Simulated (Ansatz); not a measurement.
Computed with frozen-core CCSD(T)/cc-pVTZ // PBE-D3(BJ)/def2-TZVP run with Ansatz (a quantum-chemistry and plane-wave program).

Ansatz 0.2 input:
```yaml
crystal:
  periodic: [false, false, false]
  atoms:
    - { symbol: N, position_ang: [1.581458, 0.201166, -0.03825] }
    - { symbol: Al, position_ang: [-0.168743, 0.468439, -0.043474] }
    - { symbol: N, position_ang: [-1.350395, -0.842453, 0.097713] }
    - { symbol: Cl, position_ang: [-0.881946, 2.447893, -0.227062] }
    - { symbol: H, position_ang: [2.26348, 0.9478, -0.118715] }
    - { symbol: H, position_ang: [2.043017, -0.698317, 0.043515] }
    - { symbol: H, position_ang: [-1.132694, -1.82872, 0.190852] }
    - { symbol: H, position_ang: [-2.354177, -0.695806, 0.09542] }
basis:
  gaussian: { orbitals: cc-pVTZ }
correlation:
  method: ccsd_t
```

Output:

```
Functional definition: HF
1079 factors; integrals over basis functions are off by at most 1.1e-3 eV
mean field evaluation 1: about -22115.1378 eV, gradient 4.8e1 eV
mean field evaluation 2: about -22115.2389 eV, gradient 4.8e1 eV
mean field evaluation 4: about -22119.6891 eV, gradient 2.7e0 eV
mean field evaluation 8: about -22119.7323 eV, gradient 2.3e-1 eV
mean field evaluation 16: about -22115.1371 eV, gradient 4.8e1 eV
mean field -22119.73251171 eV, -812.8851765121 hartree, gradient 3.3e-6 eV, S^2 0.000000; 0 other end points of the search recorded, 0 dependent functions left out
12 core orbitals not correlated
reference -22119.73251171 eV, -812.8851765121 hartree; 12, 12 occupied and 160, 160 virtual orbitals, 1079 factors
second order -18.88699149 eV of doubles, -0.00000000 eV of singles
cycle   1  -19.34676168 eV  change   -4.6e-1 eV  update   7.6e-2
cycle   2  -19.72446648 eV  change   -3.8e-1 eV  update   2.2e-2
cycle   3  -19.79606439 eV  change   -7.2e-2 eV  update   1.0e-2
cycle   4  -19.78881738 eV  change    7.2e-3 eV  update   2.5e-3
cycle   5  -19.78915074 eV  change   -3.3e-4 eV  update   1.2e-3
cycle   6  -19.78917929 eV  change   -2.9e-5 eV  update   3.1e-4
cycle   7  -19.78903000 eV  change    1.5e-4 eV  update   1.0e-4
cycle   8  -19.78903954 eV  change   -9.5e-6 eV  update   3.2e-5
cycle   9  -19.78903755 eV  change    2.0e-6 eV  update   9.3e-6
perturbative correction -0.75609986 eV, -0.0277861573 hartree
Total energy: -22140.27764911 eV, -813.6401963858 hartree
```

Cost: very roughly 100 core-seconds.
